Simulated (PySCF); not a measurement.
**Partial charges of `CC(C)/C(Cl)=C/C(=O)F`**

Compound: C6H8ClFO.
Cartesian coordinates in Å at the GFN2-xTB level; atoms count from 1:
```
atom  x, y, z in Å
C1    -1.677   -0.005   -1.084
C2    -0.797    0.303    0.130
C3    -1.407   -0.287    1.404
C4     0.587   -0.235   -0.086
Cl5    0.708   -1.926   -0.275
C6     1.682    0.544   -0.135
C7     3.029    0.060   -0.350
O8     3.453   -1.031   -0.536
F9     3.912    1.113   -0.322
H10   -1.788   -1.078   -1.208
H11   -2.661    0.434   -0.944
H12   -1.237    0.408   -1.988
H13   -0.719    1.388    0.246
H14   -2.393    0.139    1.568
H15   -0.783   -0.062    2.265
H16   -1.503   -1.365    1.314
H17    1.586    1.612   -0.010
```

Density: PBE0/pcSseg-1 (PySCF); schemes: Mulliken, IAO, Hirshfeld and ESP-fitted. Isolated species at its GFN2-xTB geometry (one conformer only).

Q: Give the atomic charges in each scheme.

A: In e:

```csv
atom,environment,Mulliken,IAO,Hirshfeld,ESP-fitted
C1,methyl carbon,-0.195,-0.419,-0.119,-0.515
C2,allylic carbon,-0.306,-0.102,-0.019,+0.268
C3,methyl carbon,-0.194,-0.419,-0.119,-0.517
C4,vinylic C–Cl carbon,-0.124,+0.054,+0.069,-0.053
Cl5,vinyl chlorine,+0.018,+0.036,+0.052,+0.034
C6,alkene CH carbon,-0.157,-0.269,-0.089,-0.326
C7,acyl halide carbon,+0.601,+0.594,+0.213,+0.743
O8,carbonyl oxygen,-0.337,-0.386,-0.232,-0.464
F9,acyl fluorine,-0.295,-0.304,-0.111,-0.277
H10,methyl hydrogen,+0.124,+0.149,+0.034,+0.142
H11,methyl hydrogen,+0.122,+0.148,+0.048,+0.155
H12,methyl hydrogen,+0.126,+0.148,+0.042,+0.141
H13,methine hydrogen,+0.124,+0.146,+0.051,+0.068
H14,methyl hydrogen,+0.122,+0.148,+0.048,+0.156
H15,methyl hydrogen,+0.126,+0.148,+0.042,+0.141
H16,methyl hydrogen,+0.124,+0.149,+0.034,+0.141
H17,vinylic hydrogen,+0.120,+0.180,+0.056,+0.163
```

Mean size of the charges over all atoms: ESP-fitted 0.253 e, IAO 0.223 e, Mulliken 0.189 e, Hirshfeld 0.081 e. Each set sums to the total charge, 0, to within 0.001 e. The Mulliken scheme counts on each atom the diagonal of the density matrix times the overlap matrix over that atom's basis functions.

Lowest charge. The schemes don't all agree: Mulliken O8 (-0.337); IAO C1 and C3 (-0.419); Hirshfeld O8 (-0.232); ESP-fitted C3 (-0.517).

Highest charge. All schemes agree: Mulliken C7 (+0.601); IAO C7 (+0.594); Hirshfeld C7 (+0.213); ESP-fitted C7 (+0.743).

Q: How many electrons does the ESP-fitted scheme count on F9?

A: Z − q = 9 − (-0.277) = 9.277.

Q: How closely do the schemes follow one another over all atoms?

A: Correlation coefficient and root-mean-square difference: IAO with Hirshfeld 0.95, 0.175 e; IAO with ESP-fitted 0.94, 0.110 e; Mulliken with IAO 0.92, 0.108 e; Hirshfeld with ESP-fitted 0.90, 0.231 e; Mulliken with Hirshfeld 0.87, 0.150 e; Mulliken with ESP-fitted 0.81, 0.190 e.

Q: Sum the charges by element, for elements with more than one atom.

A: 
```csv
element,atoms,Mulliken,IAO,Hirshfeld,ESP-fitted
C,6,-0.374,-0.560,-0.064,-0.400
H,8,+0.988,+1.214,+0.355,+1.107
```
